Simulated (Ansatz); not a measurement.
**Question.** Name a neutral molecule of B, C, O and H with HOMO energy (PBE/def2-TZVPP) between -6.30 and -6.00 eV and HOMO–LUMO gap (PBE/def2-TZVPP) between 3.05 and 3.35 eV (Ansatz, PBE0-D4/def2-TZVP geometry).

**Answer.** `C#CBCO` (-6.24 eV, 3.12 eV); `BC1OC1=C` (-6.02 eV, 3.21 eV); `BB1OCC1O` (-6.13 eV, 3.17 eV). Other molecules can fit too; these were computed, each in one conformer that needn't be the lowest.
